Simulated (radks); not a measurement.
Question: Er11+, configuration [Kr] 4d10 4f9 5s2. Method: non-relativistic Kohn-Sham, PBE, spin-polarised, spherical densities, point nucleus; open shells are filled with parallel spins first (spin-orbit coupling, left out, can overturn this in heavy ions); relativity is left out, which matters for an element this heavy; computed with a radial shooting solver on a logarithmic mesh with Libxc functionals. Some entries of the table are withheld. Estimate them.

orbital  occ.  eigenvalue (eV)  <1/r> (bohr^-1)  <r^2> (bohr^2)
1s down     1        -53635.64            67.46       0.0006643
1s up       1        -53635.63            67.46       0.0006643
2s up       1        -8820.297            15.74         0.01049
2s down     1        -8820.188            15.74         0.01049
2p up       3        -8428.226            15.77        0.007784
2p down     3        -8428.170            15.77        0.007783
3s up       1        -2123.376            5.987         0.06699
3s down     1        -2120.060            5.993         0.06688
3p up       3        -1945.727            5.931         0.06238
3p down     3        -1942.722            5.937         0.06226
3d up       5        -1614.563            5.840         0.04925
3d down     5        -1612.421            5.846         0.04912
4s up       1        -570.9420            2.581          0.3300
4s down     1        -565.6142            2.577          0.3306
4p up       3        -499.2733            2.491          0.3443
4p down     3        -493.9750            2.486          0.3451
4d up       5        -370.1035            2.300          0.3782
4d down     5        -364.8428            2.294          0.3799
5s up       1        -213.8880              (1)           1.487
5s down     1        -211.3543              (2)           1.507
4f up       7        -205.8188              (3)          0.4870
4f down     2        -200.6194              (4)          0.4975
5p up       0              (5)            1.083           1.665
5p down     0              (6)            1.072           1.691
6s up       0        -113.3692           0.6528           4.696
6s down     0        -112.5615           0.6490           4.752

Answer: 
(1) 5s up <1/r> (bohr^-1): 1.153
(2) 5s down <1/r> (bohr^-1): 1.142
(3) 4f up <1/r> (bohr^-1): 1.925
(4) 4f down <1/r> (bohr^-1): 1.913
(5) 5p up eigenvalue (eV): -189.4725
(6) 5p down eigenvalue (eV): -187.2040
